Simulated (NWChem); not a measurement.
System: C$_{4}$H$_{6}$; SMILES C#CCC

Input file for NWChem:

```
start job
memory heap 200 mb stack 900 mb global 1100 mb
geometry units angstroms noautosym nocenter noautoz
  C      0.253787    -1.975001     0.000000
  C     -0.158952    -0.836134     0.000000
  C     -0.634489     0.542916     0.000000
  C      0.489977     1.577185     0.000000
  H      0.614561    -2.986716     0.000000
  H     -1.283912     0.692388     0.879835
  H     -1.283912     0.692388    -0.879835
  H      0.076120     2.596495     0.000000
  H      1.128642     1.465916    -0.888506
  H      1.128642     1.465916     0.888506
end
basis spherical
  C library pcsseg-1
  H library pcsseg-1
end
dft
  xc bhlyp
  iterations 150
end
property
  shielding 8 1 2 3 4 5 6 8 9
  efieldgrad
end
task dft property
```

Parts of the log:

```
             Northwest Computational Chemistry Package (NWChem) 7.3.0
             --------------------------------------------------------

                             Geometry "geometry" -> ""
                             -------------------------

 Output coordinates in angstroms (scale by  1.889725989 to convert to a.u.)

  No.       Tag          Charge          X              Y              Z
 ---- ---------------- ---------- -------------- -------------- --------------
    1 C                    6.0000     0.25378700    -1.97500100     0.00000000
    2 C                    6.0000    -0.15895200    -0.83613400     0.00000000
    3 C                    6.0000    -0.63448900     0.54291600     0.00000000
    4 C                    6.0000     0.48997700     1.57718500     0.00000000
    5 H                    1.0000     0.61456100    -2.98671600     0.00000000
    6 H                    1.0000    -1.28391200     0.69238800     0.87983500
    7 H                    1.0000    -1.28391200     0.69238800    -0.87983500
    8 H                    1.0000     0.07612000     2.59649500     0.00000000
    9 H                    1.0000     1.12864200     1.46591600    -0.88850600
   10 H                    1.0000     1.12864200     1.46591600     0.88850600

 Effective nuclear repulsion energy (a.u.)     102.5730582791

                              NWChem Property Module
                              ----------------------

  itol2e modified to match energy
  convergence criterion.

                                 NWChem DFT Module
                                 -----------------

 Summary of "ao basis" -> "ao basis" (spherical)
 ------------------------------------------------------------------------------
       Tag                 Description            Shells   Functions and Types
 ---------------- ------------------------------  ------  ---------------------
 C                          pcsseg-1                 7       17   3s3p1d
 H                          pcsseg-1                 3        5   2s1p

  itol2e modified to match energy
  convergence criterion.

[...]

          -----------------------------------------
          Chemical Shielding Tensors (GIAO, in ppm)
          -----------------------------------------

                                NWChem CPHF Module
                                ------------------

  scftype          =     RHF
  nclosed          =       15
  nopen            =        0
  variables        =     1245
  # of vectors     =        3
  tolerance        = 0.10D-03
  level shift      = 0.00D+00
  max iterations   =       50
  max subspace     =       30

 SCF residual:    3.7258915396833863E-005

Iterative solution of linear equations
  No. of variables     1245
  No. of equations        3
  Maximum subspace       30
        Iterations       50
       Convergence  1.0D-04

   iter   nsub   residual    time
   ----  ------  --------  ---------
     1      3    6.58D-01      20.1
     2      6    4.91D-02      21.7
     3      9    6.73D-03      23.3
     4     12    1.01D-03      24.9
     5     15    7.78D-05      26.5

      Atom:    1  C
        Diamagnetic
    251.2408    -11.4640      0.0000
    -11.4640    277.8235     -0.0000
      0.0000     -0.0000    246.6041

        Paramagnetic
   -192.6000    -52.4033      0.0000
    -52.4033    -46.0160      0.0000
      0.0000      0.0000   -208.9106

        Total Shielding Tensor
     58.6408    -63.8674      0.0000
    -63.8674    231.8075      0.0000
      0.0000      0.0000     37.6935

           isotropic =     109.3806
          anisotropy =     215.1511

          Principal Components and Axis System
                 1           2           3
              252.8147     37.6935     37.6336

      1        -0.3125      0.0000      0.9499
      2         0.9499      0.0000      0.3125
      3        -0.0000      1.0000     -0.0000

      Atom:    2  C
        Diamagnetic
    256.4436     -9.5514      0.0000
     -9.5514    284.4634     -0.0000
      0.0000     -0.0000    252.5838

        Paramagnetic
   -223.6358    -86.4058     -0.0000
    -86.4058    -20.3534      0.0000
     -0.0000      0.0000   -261.9150

        Total Shielding Tensor
     32.8078    -95.9572     -0.0000
    -95.9572    264.1100      0.0000
     -0.0000      0.0000     -9.3312

           isotropic =      95.8622
          anisotropy =     304.3094

          Principal Components and Axis System
                 1           2           3
              298.7351     -9.3312     -1.8174

      1        -0.3394      0.0000      0.9406
      2         0.9406      0.0000      0.3394
      3         0.0000      1.0000     -0.0000

      Atom:    3  C
        Diamagnetic
    239.5336      2.8683      0.0000
      2.8683    260.4673     -0.0000
      0.0000     -0.0000    236.3129

        Paramagnetic
    -68.9658     -3.7659      0.0000
     -3.7659    -80.3225      0.0000
      0.0000      0.0000    -76.0953

        Total Shielding Tensor
    170.5678     -0.8976      0.0000
     -0.8976    180.1447      0.0000
      0.0000      0.0000    160.2176

           isotropic =     170.3100
          anisotropy =      14.8771

          Principal Components and Axis System
                 1           2           3
              180.2281    170.4844    160.2176

      1        -0.0925      0.9957     -0.0000
      2         0.9957      0.0925     -0.0000
      3         0.0000      0.0000      1.0000

      Atom:    4  C
        Diamagnetic
    249.7802      7.6167      0.0000
      7.6167    252.1798      0.0000
      0.0000      0.0000    242.6541

[...]
```

Level: BHandHLYP/pcSseg-1, GIAO. Coordinates come from a PBE0/def2-SVP optimisation. NWChem prints the field gradient with the sign opposite to the second derivative of the potential. The output numbers the shielded atoms by their place in the input's list. The printed shielding anisotropy is the first printed principal value minus the mean of the other two.
